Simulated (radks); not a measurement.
Values are calculated unless marked as measured or tabulated.
The mean radii <r> (bohr) of the occupied orbitals of an atom or ion are listed with their occupations. Level of theory: scalar-relativistic Kohn-Sham, r2SCAN, spin-polarised, spherical densities, finite nucleus; meta-GGA in the generalised Kohn-Sham scheme; Fermi nuclear charge, rms radius of each element as measured or else 0.836 A^(1/3) + 0.57 fm (a radial shooting solver on a logarithmic mesh with Libxc functionals).

orbital  occ.      <r>
1s          2  0.03040
2s          2   0.1315
2p          6   0.1148
3s          2   0.3561
3p          6   0.3547
3d         10   0.3317
4s          2   0.8167
4p          6   0.8570

Name the element and its charge. Open shells, if any, are filled with parallel spins first.

Answer. Z = 48, cadmium, charge +12: Cd12+ in [Kr]. The 1s radius gives Z: for a bare nucleus <r> = (2 gamma + 1)/(2Z) with gamma = sqrt(1 - (Z/c)^2), 0.02993 bohr for Z = 48, and screening makes it slightly larger (0.03040 here). The occupations add up to 36, and the charge is Z minus that.
